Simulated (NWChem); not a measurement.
System meant: HfIF3; SMILES [F][Hf]([F])([F])[I]

Input file for NWChem:

```
start job
memory heap 200 mb stack 900 mb global 1100 mb
geometry units angstroms noautoz
  Hf     0.000000     0.000000     0.811797
  F      1.260310     1.260310     1.459322
  F      0.461305    -1.721615     1.459322
  F     -1.721615     0.461305     1.459322
  I      0.000000     0.000000    -1.900204
end
basis spherical
  * library def2-svp
end
ecp
  I library def2-ecp
  Hf library def2-ecp
end
dft
  xc b3lyp
  iterations 4
  mulliken
end
task dft energy
```

End of the output:

```
    Atom       Charge   Shell Charges
 -----------   ------   -------------------------------------------------------
    1 Hf  12    11.80   0.00  0.03  1.09  0.79  0.34  0.14  4.96  1.25  0.37  1.51  0.88  0.44
    2 F    9     9.12   1.98  1.02  0.77  3.21  2.14  0.00
    3 F    9     9.12   1.98  1.02  0.77  3.21  2.14  0.00
    4 F    9     9.12   1.98  1.02  0.77  3.21  2.14  0.00
    5 I   25    24.84   1.25  0.73  1.02  0.73  2.77  3.19  2.52  2.61  9.48  0.54

 center of mass
 --------------
 x =  -0.00000000 y =  -0.00000000 z =  -0.02615953

 moments of inertia (a.u.)
 ------------------
        2815.129080508506           0.000000000000          -0.000000000000
           0.000000000000        2815.129080508506           0.000000000000
          -0.000000000000           0.000000000000         646.577405069575

     Multipole analysis of the density
     ---------------------------------

     L   x y z        total         alpha         beta         nuclear
     -   - - -        -----         -----         ----         -------
     0   0 0 0     -0.000000    -32.000000    -32.000000     64.000000

     1   1 0 0      0.000000      0.000000      0.000000      0.000000
     1   0 1 0      0.000000      0.000000      0.000000      0.000000
     1   0 0 1     -0.099233     -2.735160     -2.735160      5.371086

     2   2 0 0    -50.562605   -101.856128   -101.856128    153.149651
     2   1 1 0     -0.000000     -0.000000     -0.000000     -0.000000
     2   1 0 1      0.000000      0.000000      0.000000      0.000000
     2   0 2 0    -50.562605   -101.856128   -101.856128    153.149651
     2   0 1 1     -0.000000     -0.000000     -0.000000      0.000000
     2   0 0 2    -48.869481   -302.552099   -302.552099    556.234716

 ------------------------------------------------------------------------
 dft energy failed                                                                                  0
 ------------------------------------------------------------------------
 ------------------------------------------------------------------------
  current input line :
    22: task dft energy
 ------------------------------------------------------------------------
 ------------------------------------------------------------------------
 This type of error is most commonly associated with calculations not reaching convergence criteria
 ------------------------------------------------------------------------
 For more information see the NWChem manual at https://nwchemgit.github.io

0:dft energy failed:Received an Error in Communication
```

**Question.** Can this run be used? If not, why, and what is the fix?

**Answer.** Convergence was not reached. Cause: the SCF was allowed too few iterations. This input runs:
```
start job
memory heap 200 mb stack 900 mb global 1100 mb
geometry units angstroms noautoz
  Hf     0.000000     0.000000     0.811797
  F      1.260310     1.260310     1.459322
  F      0.461305    -1.721615     1.459322
  F     -1.721615     0.461305     1.459322
  I      0.000000     0.000000    -1.900204
end
basis spherical
  Hf library def2-svp
  F library def2-svp
  I library def2-svp
end
ecp
  I library def2-ecp
  Hf library def2-ecp
end
dft
  xc b3lyp
  iterations 150
  mulliken
end
task dft energy
```
It converges to -645.45024 Ha (B3LYP/def2-SVP with def2 effective core potentials on I, Hf).
